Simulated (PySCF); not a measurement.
Calculation: PBE-D3(BJ)/def2-TZVP // PBE0-D3(BJ)/def2-TZVP (PySCF). All species are isolated molecules in the gas phase. Delta-SCF ions had no search for a lower state. 

Reference species (SMILES): `Br` (neutral, multiplicity 1).

| Item | Result |
|---|---|
| HOMO–LUMO gap | 6.28 eV |
| vertical ionisation energy (Delta-SCF) | 11.70 eV |
| HOMO | -7.41 eV |
| LUMO | -1.13 eV |

Changed species: `[ZnH2]`.

Q: Give the shifts of the HOMO–LUMO gap, vertical ionisation energy (Delta-SCF), HOMO and LUMO.

A: the HOMO–LUMO gap falls by 0.82 eV, to 5.46 eV; the vertical ionisation energy (Delta-SCF) falls by 1.18 eV, to 10.52 eV; the HOMO goes up by 0.55 eV, to -6.86 eV; the LUMO falls by 0.27 eV, to -1.40 eV.
